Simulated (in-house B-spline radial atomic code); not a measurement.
Functionals against NIST's ionisation energies along a row: Sc²⁺ to Zn²⁺

Ionisation energies as differences of self-consistent total energies from an all-electron radial atomic-structure program (B-spline basis): all electrons, radial basis limit, scalar-relativistic (one-electron X2C), spin-polarised at highest spin, spherical densities; exact exchange is averaged over the determinants of each configuration. No spin-orbit coupling, Breit or QED terms. NIST's values run from ground level to ground level, so in open shells the differences also hold multiplet and fine-structure energies that spherical high-spin averages miss. Columns give computed minus NIST, in eV; a star marks a semi-empirical value. Species are left out where the tabulated value is theory, is uncertain by more than 0.12 eV, or (13 ions, such as In⁴⁺, Te⁴⁺ and Bi⁴⁺) lies off its series for all methods alike, which flatters the means a little.

```tsv
species	shell	NIST (eV)	LDA exchange-only	BLYP	HSE06	TPSSh	revTPSS
Sc²⁺	3d	24.76	-0.91	+0.31	+0.24	+0.08	-0.08
Ti²⁺	3d	27.49	-1.08	+0.02	-0.07	-0.16	-0.25
V²⁺	3d	29.31	-0.55	+0.48	+0.38	+0.35	+0.30
Cr²⁺	3d	30.96 ± 0.03	+0.01	+0.97	+0.89	+0.90	+0.87
Mn²⁺	3d	33.67 ± 0.01	-0.60	+0.29	+0.25	+0.29	+0.28
Fe²⁺	3d	30.65 ± 0.01	-1.10	+0.66	+0.15	+0.06	-0.05
Co²⁺	3d	33.50 ± 0.06*	-1.41	+0.18	-0.35	-0.33	-0.36
Ni²⁺	3d	35.19 ± 0.02	-0.73	+0.76	+0.23	+0.31	+0.34
Cu²⁺	3d	36.84 ± 0.01	-0.14	+1.30	+0.76	+0.89	+0.95
Zn²⁺	3d	39.72	-0.86	+0.53	0.00	+0.16	+0.24
```

Task: How do the methods rank, and which species is hardest?

Result: Mean absolute (signed) differences: HSE06 0.33 (+0.25) eV; TPSSh 0.35 (+0.26) eV; revTPSS 0.37 (+0.22) eV; BLYP 0.55 (+0.55) eV; LDA exchange-only 0.74 (-0.74) eV. For V²⁺, which loses a 3d electron, the nearest method is off by +0.30 eV, the largest such miss. The first two are tied within the accuracy of the references.
